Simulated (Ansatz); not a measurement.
Reaction (ligand exchange at the Si–C bond): `N=C=C[SiH3]` + `FC1NCO1` → `FC1OCN1[SiH3]` + `C=C=N`

Computed with Ansatz on PBE0-D4/def2-TZVP structures; ΔE is electronic, products minus reactants. CCSD(T)/CBS is the MP2 limit (def2-TZVPP, def2-QZVPP) plus CCSD(T) − MP2 in def2-TZVPP, frozen cores. This one scheme is used for every species. DFT in def2-TZVPP. One conformer a species, not always the lowest.

`N=C=C[SiH3]`:

Cartesian coordinates in Å:
```
N -0.917 -1.672 -1.509
C -0.785 -0.644 -0.874
C -0.543 0.492 -0.274
Si 0.933 0.694 0.821
H -1.467 -2.418 -1.093
H -1.242 1.306 -0.440
H 1.677 -0.590 0.855
H 1.824 1.771 0.314
H 0.521 1.062 2.202
```

`FC1NCO1`:

Cartesian coordinates in Å:
```
F -1.343 -1.596 -0.438
C -0.373 -0.662 -0.609
N -0.659 0.592 0.025
C 0.589 0.401 0.762
O 0.733 -0.912 0.212
H -0.141 -0.659 -1.681
H -0.703 1.392 -0.589
H 1.414 1.059 0.468
H 0.483 0.385 1.851
```

`FC1OCN1[SiH3]`:

Z-matrix (Å, degrees):
```
C
O 1 1.394
F 1 1.375 2 111.6
N 1 1.424 2 92.9 3 -117.3
H 1 1.095 2 114.5 3 119.6
C 2 1.432 1 89.4 3 113.4
Si 4 1.728 1 130.9 2 153.2
H 6 1.094 2 111.6 1 120.4
H 6 1.097 2 112.3 1 -114.7
H 7 1.482 4 106.7 1 46.6
H 7 1.488 4 113.9 1 -74.5
H 7 1.485 4 107.2 1 165.8
```

`C=C=N`:

Cartesian coordinates in Å:
```
C 0.602 -0.039 -0.760
C -0.133 -0.097 0.317
N -0.749 -0.240 1.357
H 0.330 -0.613 -1.635
H 1.479 0.593 -0.788
H -1.529 0.396 1.509
```

```csv
species,ωB97M-V energy (Eh)
`N=C=C[SiH3]`,-423.39707
`FC1NCO1`,-308.43070
`FC1OCN1[SiH3]`,-599.12568
`C=C=N`,-132.71227
```

Problem. Work out ΔE.

Solution. ΔE = (-599.12568) + (-132.71227) − (-423.39707) − (-308.43070) = -0.01018 Eh = -6.4 kcal/mol. CCSD(T)/CBS gives -6.4 kcal/mol.

Largest T1 diagnostic among the species: 0.015.

In def2-TZVPP, CCSD(T) changes the Hartree–Fock value by +1.1 kcal/mol (the triples alone add +0.3 kcal/mol) and MP2 by +1.3 kcal/mol. The D4 term adds −0.9 kcal/mol with B3LYP and −0.5 kcal/mol with PBE0; it sums over pairs of atoms, weighted by their polarisabilities, and B3LYP, whose exchange is more repulsive, gets the larger term.

B3LYP here is the variant with VWN-RPA as its local correlation; programs differ in this.
